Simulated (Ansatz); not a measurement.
Species: H3InS3, SMILES `[In]([SH])([SH])[SH]` (charge 0, multiplicity 1), formula H₃InS₃.

Task: How many basis functions does Ansatz (a quantum-chemistry and plane-wave program) with frozen-core CCSD(T)/def2-TZVPP // B3LYP-D3(BJ)/def2-TZVP use, how many core orbitals are frozen, and how many electrons are correlated?

Result: 218 basis functions and 19 frozen orbitals, which leaves 34 correlated electrons (filled d shells below the valence shell are correlated). Core time is of the order of minutes.
